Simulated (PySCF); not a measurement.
How methods differ on the ionisation energy of Br

Br [Ar] 3d10 4s2 4p5 (2P) → Br⁺ [Ar] 3d10 4s2 4p4 (3P), as a difference of total energies. All numbers are calculated (PySCF 2.14, the spin-free X2C one-electron Hamiltonian (Gaussian nucleus), in jorge-DZP-DKH). Correlated levels: valence: [Ar] 3d10 frozen. The calculations carry no spin-orbit coupling.

```json
{"method": "UHF", "ionisation energy (eV)": "10.752", "error (eV)": "-1.092"}
{"method": "TPSS", "ionisation energy (eV)": "11.797", "error (eV)": "-0.047"}
{"method": "PBE0", "ionisation energy (eV)": "11.782", "error (eV)": "-0.062"}
{"method": "MP2 (valence)", "ionisation energy (eV)": "10.940", "error (eV)": "-0.904"}
{"method": "SCS-MP2 (valence)", "ionisation energy (eV)": "10.937", "error (eV)": "-0.907"}
{"method": "CCSD (valence)", "ionisation energy (eV)": "10.953", "error (eV)": "-0.891"}
{"method": "CCSD(T) (valence)", "ionisation energy (eV)": "10.955", "error (eV)": "-0.889"}
```

Reference: 11.844 eV (measured; NIST levels, between the centres of gravity of the two terms).

Errors of the correlated levels include the incompleteness of this basis and the frozen core.
